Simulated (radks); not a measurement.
Coulomb parameter of the 4f shell of the erbium ion Er3+ in the model configuration [Xe] 4f10 6p1, as a second difference U = [E(n + 1) + E(n - 1) - 2 E(n)] / (1)^2 with all orbitals relaxed. "Bare": the charge of the atom changes with n. "Screened": the 6p shell takes up the change at fixed total charge, which measures U(4f,4f) + U(6p,6p) - 2 U(4f,6p). All-electron calculation, scalar-relativistic Kohn-Sham, BLYP, spin-unpolarised, spherical densities, point nucleus. Program: a radial shooting solver on a logarithmic mesh with Libxc functionals.

case         configuration  E - E(n) (eV)
start        [Xe] 4f10 6p1          0.000
bare +1      [Xe] 4f11 6p1        -37.176
bare -1       [Xe] 4f9 6p1         58.051
screened +1      [Xe] 4f11        -21.714
screened -1   [Xe] 4f9 6p2         31.991

U(bare) = 20.876 eV, U(screened by 6p) = 10.278 eV, against the Slater integral F0(4f,4f) = 34.569 eV with frozen orbitals.
